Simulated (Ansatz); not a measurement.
A nudged elastic band was laid between two geometries of ClF2HOTi + H3P (10 atoms, charge 0, multiplicity 1).

Theory: Ansatz 0.2.0, RKS PBE/def2-SVP.

```
movable images  : 7
climbing image  : yes
spring          : 5.0 eV/Å²
optimiser       : quadratic models (default)
start path      : through a guess of the saddle point
force threshold : 0.05 eV/Å
iteration limit : 60
end points      : relaxed
```

Image 0:

```xyz
10
Properties=species:S:1:pos:R:3
Ti 0.420 -0.158 0.026
Cl 0.913 -0.130 2.179
O 1.904 -0.070 -0.929
H 2.616 -0.689 -1.171
F -0.590 1.208 -0.392
F -0.402 -1.660 -0.343
P -3.483 0.275 1.272
H -2.861 -0.762 0.486
H -4.072 -0.691 2.167
H -2.316 0.412 2.108
```

Image 8:

```xyz
10
Properties=species:S:1:pos:R:3
Ti -0.619 -0.394 -0.770
Cl 0.809 0.829 2.821
O 0.804 -0.843 0.163
H 1.173 -0.345 0.938
F -0.582 1.234 -1.413
F -1.066 -1.633 -1.925
P -2.136 -0.221 1.192
H -3.381 0.120 0.559
H -2.399 -1.628 1.326
H -0.475 0.615 2.511
```

Question: Which bonds break or form, and what moves?

Answer: Bonds broken: Ti1–Cl2, P7–H10. Bonds formed: Ti1–P7, Cl2–H10. ClF2HOTi + H3P becomes ClH + F2H3OPTi.

Question: What energy profile does the band end with?

Answer: It converged. The highest image is number 6 of 0 to 8, 1.40 eV above the first end and 0.33 eV above the last; the last end lies 1.07 eV above the first. A structure lower than the first end lies on the path between it and the top, so the climb from that side starts below the end, which may itself be a saddle point or a shallow side well. A vibrational analysis at the climbing image gives 2 clearly imaginary modes (443i, 66i cm⁻¹): a point of higher order, so a lower path passes nearby. The orbitals stay closed-shell, which can raise the energy where a bond breaks towards radicals; this wasn't checked here.

```json
{"image": "0", "path coordinate (Å)": "0.00", "energy (eV)": "0.00", "Ti1–Cl2 (Å)": "2.21", "P7–H10 (Å)": "1.44", "Ti1–P7 (Å)": "4.12"}
{"image": "1", "path coordinate (Å)": "1.76", "energy (eV)": "0.00", "Ti1–Cl2 (Å)": "2.21", "P7–H10 (Å)": "1.44", "Ti1–P7 (Å)": "4.38"}
{"image": "2", "path coordinate (Å)": "3.53", "energy (eV)": "-0.02", "Ti1–Cl2 (Å)": "2.21", "P7–H10 (Å)": "1.44", "Ti1–P7 (Å)": "4.23"}
{"image": "3", "path coordinate (Å)": "5.30", "energy (eV)": "0.01", "Ti1–Cl2 (Å)": "2.21", "P7–H10 (Å)": "1.44", "Ti1–P7 (Å)": "4.59"}
{"image": "4", "path coordinate (Å)": "7.07", "energy (eV)": "0.02", "Ti1–Cl2 (Å)": "2.21", "P7–H10 (Å)": "1.44", "Ti1–P7 (Å)": "4.76"}
{"image": "5", "path coordinate (Å)": "8.84", "energy (eV)": "0.37", "Ti1–Cl2 (Å)": "2.26", "P7–H10 (Å)": "1.44", "Ti1–P7 (Å)": "3.80"}
{"image": "6", "path coordinate (Å)": "10.62", "energy (eV)": "1.40", "Ti1–Cl2 (Å)": "2.83", "P7–H10 (Å)": "1.73", "Ti1–P7 (Å)": "2.58"}
{"image": "7", "path coordinate (Å)": "11.71", "energy (eV)": "1.14", "Ti1–Cl2 (Å)": "3.57", "P7–H10 (Å)": "2.18", "Ti1–P7 (Å)": "2.50"}
{"image": "8", "path coordinate (Å)": "12.80", "energy (eV)": "1.07", "Ti1–Cl2 (Å)": "4.05", "P7–H10 (Å)": "2.28", "Ti1–P7 (Å)": "2.49"}
```

Question: What is the geometry of the highest image?

Answer: 
```xyz
10
Properties=species:S:1:pos:R:3
Ti -0.380 -0.092 -0.409
Cl 0.256 1.126 2.059
O 1.051 -1.068 -0.014
H 1.730 -0.733 0.606
F -0.135 1.519 -1.045
F -1.134 -0.962 -1.722
P -2.261 -0.449 1.315
H -3.582 -0.313 0.781
H -2.256 -1.844 1.627
H -1.163 0.553 2.204
```

The run took 3.5 min on 4 threads of Intel(R) Xeon(R) 6975P-C (Granite Rapids), on a shared host, peak memory 0.22 GiB.
